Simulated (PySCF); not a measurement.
Al(GeH3)(H)(OH) (AlGeH₅O), SMILES [AlH]([GeH3])[OH]. Atoms are numbered in the order given.

```xyz
8

Al    -1.2549     0.4598    -0.3758
Ge     0.7899    -0.6779     0.4090
H      1.0344    -2.0034    -0.3544
H      2.0629     0.1817     0.2438
H      0.6917    -1.0631     1.9061
H     -2.7189    -0.1518    -0.3070
O     -1.0377     2.0204    -1.0380
H     -1.7309     2.5895    -1.3865
```
Charge 0, spin multiplicity 1.

Coordinates come from a B3LYP-D3(BJ)/def2-SVP optimisation. Other conformers were not sampled.

Calculation: ωB97X/def2-TZVPD run with PySCF.

**Question.** Estimate the frontier levels, gap, dipole moment and polarisability. (The exact figures need the calculation; the answer reports its results.)

**Answer.** 
```yaml
highest_occupied_level: -9.89 eV
lowest_empty_level: 0.49 eV
orbital_gap: 10.38 eV
dipole_moment: 1.50 D
quadrupole, principal values (traceless, Buckingham form, about the centre of nuclear charge): -6.82, 2.67, 4.15 D·Å
mean_static_polarisability: 68.1 bohr³ (10.10 Å³)
polarisability_principal_values: 58.5, 64.1, 81.7 bohr³
```
